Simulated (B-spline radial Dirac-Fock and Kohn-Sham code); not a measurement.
## What relativity does to the binding energies of Au⁺

System: Au⁺, configuration [Xe] 4f14 5d10.

Both columns are ΔSCF binding energies of the configuration average from a radial B-spline solver: non-relativistic Hartree-Fock with a point nucleus, and Dirac-Fock with a finite nucleus and the Coulomb interaction alone, averaged over the two j levels with weights 2j+1.

```tsv
shell	Hartree-Fock (eV)	Dirac-Fock (eV)	shift (eV)	shift (%)
1s	73581.6	81171.0	+7589.33	+10.31
2s	12396.2	14432.8	+2036.62	+16.43
2p	11895.2	12581.3	+686.14	+5.77
3s	2951.1	3461.2	+510.06	+17.28
3p	2715.1	2908.5	+193.41	+7.12
3d	2279.4	2260.4	-18.95	-0.83
4s	657.5	786.7	+129.24	+19.66
4p	554.7	601.3	+46.62	+8.40
4d	366.8	361.6	-5.13	-1.40
4f	113.2	99.27	-13.92	-12.30
5s	107.7	131.5	+23.81	+22.10
5p	73.70	80.55	+6.85	+9.30
5d	20.11	19.14	-0.96	-4.80
```

Relativity binds 1s, 2s, 2p, 3s, 3p, 4s, 4p, 5s, 5p more strongly, among those listed most of all 5s in relative terms, and 3d, 4d, 4f, 5d more weakly, because the contracted s and p shells screen the nucleus better.

Values without a named source are computed, but for edge energies of neutral atoms, which are taken from tables.
